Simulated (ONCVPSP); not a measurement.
# Transferability test, ONCV potential for Cr (Z = 24)

ONCVPSP 4.0.1 input, shortened (lines: element, Z, core and valence counts, functional; n l f; lmax; l rc ep ncon nbas qcut; lloc lpopt rc5 dvloc0; l nproj debl; icmod fcfact rcfact), LDA (Perdew-Wang 92), scalar-relativistic:

```
  Cr 24.00    3    4  -001012      upf
    1    0    2.00
    2    0    2.00
    2    1    6.00
    3    0    2.00
    3    1    6.00
    3    2    5.00
    4    0    1.00
    2
    0    1.35    0.00    4    7    7.80
    1    0.85    0.00    3    8   10.50
    2    1.45    0.00    3    8   10.00
    4    5    0.70    0.00
    0    3    1.40
    1    2    3.50
    2    2    2.60
    0    0.00    0.00
```

Energies are relative to the spin-unpolarised reference configuration 3s2 3p6 3d5 4s1; without spin polarisation the order of configurations can differ from experiment. Not all tests gave a result: 1 of 4 tests not solved or not reliable.

```
valence configuration  charge  ΔE all-electron (eV)  error AE − PS (meV)
      3s2 3p6 3d5 4s0      +1                 7.133                 +1.9
      3s2 3p6 3d4 4s0      +2                23.476                 -0.5
      3s2 3p5 3d5 4s1      +1                51.471                  -33
```

Levels in the configuration 3s2 3p6 3d5 4s0:

| level | all-electron (eV) | pseudo (eV) |
| --- | --- | --- |
| 3s | -80.635 | -80.631 |
| 3p | -52.459 | -52.452 |
| 3d | -10.161 | -10.166 |
